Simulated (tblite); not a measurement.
Species: C5H12GeO2Si.
Numbering: `[CH3:1][C:2]([CH3:3])=[C:4]([GeH3:5])[SiH2:6][O:7][CH:8]=[O:9]` (hydrogens: H10, H11, H12 on C1; H13, H14, H15 on C3; H16, H17, H18 on Ge5; H19, H20 on Si6; H21 on C8)

Computed with GFN2-xTB (tblite), gas phase: L-BFGS steps from a force-field or distance-geometry start until the largest atomic force falls under 0.01 eV/Å.

Step 81: E = -779.0628 eV
```
atom  x, y, z in Å  |  force x, y, z in eV/Å
C1     -1.5027    1.0177   -1.4207    0.004   0.001  -0.008
C2     -1.1676    0.0540   -0.3139    0.006  -0.022   0.002
C3     -2.0140   -1.1785   -0.2081   -0.022  -0.018   0.009
C4     -0.1411    0.2550    0.5197    0.001   0.009   0.004
Ge5     0.3646   -1.0971    1.8580   -0.049   0.056   0.008
Si6     1.0984    1.6468    0.3324    0.012   0.051  -0.005
O7      2.2755    1.0650   -0.7370    0.033  -0.006   0.012
C8      2.7274   -0.1518   -0.7490   -0.041  -0.023  -0.041
O9      2.4868   -1.0217    0.0394    0.017   0.020  -0.037
H10    -1.6369    2.0240   -1.0303   -0.010   0.011   0.020
H11    -2.4082    0.7306   -1.9482   -0.014  -0.034   0.013
H12    -0.6847    1.0495   -2.1387   -0.008   0.016  -0.046
H13    -1.4157   -2.0617   -0.4378   -0.004   0.014  -0.039
H14    -2.3784   -1.3003    0.8121   -0.020   0.018   0.011
H15    -2.8607   -1.1468   -0.8882   -0.028  -0.016   0.017
H16    -0.7490   -1.2028    2.8864    0.030  -0.013  -0.047
H17     1.5853   -0.6980    2.6121   -0.002  -0.030   0.032
H18     0.5023   -2.4603    1.2675    0.034   0.007   0.025
H19     1.7875    1.9658    1.5793    0.017  -0.019   0.030
H20     0.7380    2.8496   -0.4096    0.008  -0.032  -0.007
H21     3.3843   -0.3218   -1.6258    0.037   0.009   0.048
```

Step 82: E = -779.0638 eV
```
atom  x, y, z in Å  |  force x, y, z in eV/Å
C1     -1.5084    1.0200   -1.4198    0.001   0.006  -0.008
C2     -1.1693    0.0552   -0.3157    0.015  -0.010   0.004
C3     -2.0140   -1.1782   -0.2099   -0.015  -0.012   0.011
C4     -0.1415    0.2563    0.5162    0.008   0.006   0.021
Ge5     0.3641   -1.0973    1.8554   -0.019   0.036  -0.013
Si6     1.0985    1.6488    0.3293    0.016   0.000   0.031
O7      2.2784    1.0632   -0.7330    0.042  -0.007  -0.005
C8      2.7307   -0.1531   -0.7416   -0.026  -0.023  -0.047
O9      2.4887   -1.0220    0.0475    0.015   0.013  -0.039
H10    -1.6423    2.0254   -1.0265   -0.011   0.012   0.016
H11    -2.4158    0.7322   -1.9437   -0.012  -0.029   0.009
H12    -0.6931    1.0548   -2.1412   -0.011   0.011  -0.042
H13    -1.4146   -2.0585   -0.4439    0.004  -0.010  -0.049
H14    -2.3725   -1.3035    0.8109   -0.030   0.015   0.041
H15    -2.8644   -1.1471   -0.8845   -0.033  -0.010   0.001
H16    -0.7461   -1.2030    2.8854    0.010  -0.013  -0.040
H17     1.5865   -0.7045    2.6104   -0.005  -0.019   0.030
H18     0.5033   -2.4631    1.2666    0.024   0.032   0.029
H19     1.7890    1.9707    1.5754    0.001  -0.017   0.025
H20     0.7426    2.8439   -0.4220   -0.010   0.014  -0.023
H21     3.3913   -0.3228   -1.6158    0.037   0.001   0.048
```

Step 83: E = -779.0647 eV
```
atom  x, y, z in Å  |  force x, y, z in eV/Å
C1     -1.5165    1.0243   -1.4175    0.000   0.004  -0.003
C2     -1.1715    0.0564   -0.3170    0.017   0.007  -0.002
C3     -2.0136   -1.1790   -0.2120   -0.008  -0.010   0.018
C4     -0.1421    0.2585    0.5129    0.010   0.005   0.019
Ge5     0.3648   -1.0968    1.8507    0.021   0.009  -0.023
Si6     1.0981    1.6518    0.3243    0.029  -0.031   0.038
O7      2.2835    1.0594   -0.7292    0.029  -0.009  -0.004
C8      2.7356   -0.1568   -0.7313    0.003  -0.013  -0.037
O9      2.4921   -1.0226    0.0605    0.005   0.007  -0.047
H10    -1.6499    2.0283   -1.0193   -0.011  -0.003   0.004
H11    -2.4268    0.7355   -1.9365   -0.001  -0.019   0.009
H12    -0.7051    1.0630   -2.1437   -0.025   0.007  -0.026
H13    -1.4132   -2.0564   -0.4548   -0.003  -0.009  -0.046
H14    -2.3652   -1.3099    0.8107   -0.025   0.012   0.036
H15    -2.8694   -1.1474   -0.8802   -0.025  -0.004   0.000
H16    -0.7415   -1.2023    2.8827   -0.014  -0.013  -0.027
H17     1.5902   -0.7131    2.6066   -0.015  -0.008   0.027
H18     0.5037   -2.4650    1.2627    0.012   0.057   0.033
H19     1.7859    1.9792    1.5717   -0.015  -0.017   0.008
H20     0.7491    2.8389   -0.4419   -0.017   0.026  -0.016
H21     3.4029   -0.3288   -1.5999    0.030   0.000   0.040
```

Question: Estimate the geometry and energy of step 84. (The exact step hangs on the optimiser's Hessian estimate; all steps are aligned on step 83, rigid shifts and turns removed.)

Answer: E = -779.0655 eV, largest force 0.092 eV/Å
```
atom  x, y, z in Å  |  force x, y, z in eV/Å
C1     -1.5185    1.0245   -1.4175   -0.005   0.000   0.000
C2     -1.1712    0.0566   -0.3175    0.013   0.012  -0.002
C3     -2.0138   -1.1791   -0.2109    0.001   0.011   0.009
C4     -0.1414    0.2597    0.5121    0.009   0.001   0.012
Ge5     0.3601   -1.0965    1.8511    0.060  -0.010  -0.028
Si6     1.1006    1.6522    0.3214    0.019  -0.071   0.055
O7      2.2853    1.0615   -0.7326    0.019   0.004  -0.018
C8      2.7389   -0.1537   -0.7331    0.033  -0.005  -0.011
O9      2.4957   -1.0184    0.0595   -0.017  -0.024  -0.025
H10    -1.6525    2.0282   -1.0178   -0.011  -0.011  -0.004
H11    -2.4299    0.7333   -1.9334    0.005  -0.008   0.006
H12    -0.7093    1.0651   -2.1463   -0.029   0.004  -0.017
H13    -1.4132   -2.0550   -0.4568    0.000  -0.022  -0.040
H14    -2.3626   -1.3095    0.8123   -0.024   0.004   0.047
H15    -2.8721   -1.1491   -0.8761   -0.019   0.008  -0.005
H16    -0.7461   -1.2016    2.8806   -0.035  -0.012  -0.016
H17     1.5856   -0.7252    2.6135   -0.016   0.009   0.017
H18     0.5009   -2.4660    1.2650    0.004   0.065   0.028
H19     1.7910    1.9787    1.5672   -0.016  -0.014   0.017
H20     0.7510    2.8361   -0.4458   -0.029   0.062  -0.033
H21     3.4125   -0.3245   -1.5956    0.037  -0.004   0.006
```

The energy changes by -0.0008 eV. The first-order estimate −F·Δx gives -0.0013 eV and the mean of the old and new forces, exact on a quadratic surface, -0.0008 eV. The step makes an angle of 73° with the force vector and moves no atom by more than 0.015 Å.

The cost below is that of the whole relaxation. Time: 2.0 s of wall time. Hardware: Arm Neoverse V2, one thread, shared host.
